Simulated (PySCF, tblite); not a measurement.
Species: C₅H₅BCl₂S.
Numbering: `[CH:1]#[C:2][C@@:3]1([B:4]([Cl:5])[Cl:6])[CH2:7][CH2:8][S:9]1` (hydrogens: H10 on C1; H11, H12 on C7; H13, H14 on C8)

Cartesian coordinates in Å at the GFN2-xTB level; atoms count from 1:
```
atom  x, y, z in Å
C1     1.9907   -1.9141    0.9019
C2     1.2676   -1.0214    0.5597
C3     0.3799    0.0258    0.1574
B4     0.9445    1.5069    0.1383
Cl5    2.1783    1.9793    1.2439
Cl6    0.2869    2.6812   -0.9420
C7    -0.6579   -0.3695   -0.9123
C8    -1.8897    0.1727   -0.1945
S9    -1.0184    0.3617    1.4092
H10    2.6372   -2.6869    1.1938
H11   -0.6979   -1.4528   -1.0198
H12   -0.4697    0.0828   -1.8854
H13   -2.2209    1.1436   -0.5564
H14   -2.7312   -0.5098   -0.1160
```

Jobs on this species (14 atoms, 90 electrons) with PySCF (density fitting) and tblite. Hardware of each: one thread of an Arm Neoverse V1, no GPU, shared host. The host was shared with other jobs, so the times are rough.

Question: Rank these jobs by wall time, shortest first.
A. GFN2-xTB; Hessian by finite differences
B. PBE0/pcSseg-1; shieldings, ring-centre shieldings, charges and field gradients; 199 basis functions
C. GFN2-xTB; L-BFGS relaxation
D. CAM-B3LYP/def2-SVPD; 8 singlets by full TDDFT, 3 Tamm–Dancoff triplets, polarisability; 241 basis functions

Answer: A (0.66 s), C (1.4 s), B (38 s), D (87 s).

All jobs:

```
 level and settings                                                               work  basis functions  SCF cycles  wall time
           GFN2-xTB                                      Hessian by finite differences                –           –     0.66 s
           GFN2-xTB                                                  L-BFGS relaxation                –           –      1.4 s
      PBE0/pcSseg-1    shieldings, ring-centre shieldings, charges and field gradients              199          14       38 s
CAM-B3LYP/def2-SVPD  8 singlets by full TDDFT, 3 Tamm–Dancoff triplets, polarisability              241          14       87 s
```

What do all jobs in the table cost together?

About 2.1 min; the longest takes about 68 % of that, and about 130 times as long as the shortest.
